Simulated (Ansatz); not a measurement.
A structure relaxed at PBE0-D4/def2-TZVP, charge 0, multiplicity 1:

```json
{"atom": "N1", "x (Å)": "0.8961", "y (Å)": "0.4435", "z (Å)": "-1.8539"}
{"atom": "C2", "x (Å)": "0.4071", "y (Å)": "0.2015", "z (Å)": "-0.8420"}
{"atom": "B3", "x (Å)": "-0.2496", "y (Å)": "-0.1235", "z (Å)": "0.5164"}
{"atom": "F4", "x (Å)": "-1.2972", "y (Å)": "-0.9015", "z (Å)": "0.5639"}
{"atom": "F5", "x (Å)": "0.2437", "y (Å)": "0.3801", "z (Å)": "1.6155"}
```

Q: Give its formula and SMILES.

A: CBF2N, `N#CB(F)F`.

Q: Point group (tolerance 0.08 Å, 0.16 Å for H)?

A: C2v.

Q: Summarise the bond lengths by kind.

A: 1 × C–N 1.150 Å; 1 × B–C 1.543 Å; 2 × B–F 1.306 Å.

Results of the Gaussian-basis code of Ansatz.
